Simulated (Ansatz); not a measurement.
Total energies of the cluster Au₂I (the lowest doublet isomer of a short search) from Ansatz at r2SCAN-D4/def2-TZVP, gas phase (1 Eh = 27.2114 eV = 2625.5 kJ/mol). The reference geometry is relaxed at PBE0-D4/def2-TZVP.

```xyz
3

Au    0.085   -0.381    0.412
Au   -2.206    0.757    0.671
I     2.121   -0.376   -1.083
```

| state | geometry | energy (Eh) |
| --- | --- | --- |
| charge 0 doublet | reference | -569.46074 |
| charge 1 triplet | reference | -569.12999 |
| charge 0 quartet | relaxed at PBE0-D4/def2-TZVP | -569.39390 |
| free Au atom (doublet) | – | -135.75895 |
| free I atom (doublet) | – | -297.79508 |

In the def2 sets Au, I take a core potential; there is no spin–orbit coupling.

Task: Work out the vertical ionisation energy to the triplet.

Result: E(charge 1 triplet) − E(charge 0 doublet) = -569.12999 − (-569.46074) = 0.33075 Eh = 9.00 eV. For comparison, −ε of the highest occupied level of the spin that leaves is 6.51 eV at this level, 2.49 eV less.

Task: Which of the charge 0 states is lowest, and how far above it are the others?

Result: The doublet. quartet: -569.39390 − (-569.46074) = 0.06684 Eh = 175.5 kJ/mol. The quartet differs in its bonds from the reference.

Task: What is the binding energy per atom against free atoms?

Result: Atoms: 2 × (-135.75895) + 1 × (-297.79508) = -569.31298 Eh. Binding: -569.31298 − (-569.46074) = 0.14776 Eh = 4.02 eV, or 1.34 eV for each of 3 atoms (no zero-point energy, no counterpoise term).

The structure comes from a short search, and lower isomers may exist.
